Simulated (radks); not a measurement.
Problem. Successive ionisation energies (eV) of one element, from differences of total energies of ions in their ground configurations, starting at charge 2: 39.647, 53.299, 67.527, 96.570, 114.69, 348.68, 401.11. Method: non-relativistic Kohn-Sham, PBE, spin-polarised, spherical densities, point nucleus; open shells are filled with parallel spins first; computed with a radial shooting solver on a logarithmic mesh with Libxc functionals. Which element is it?

Solution. Chlorine (Z = 17). The first species listed is Cl2+ in [Ne] 3s2 3p3, the last Cl8+ in [He] 2s2 2p5.
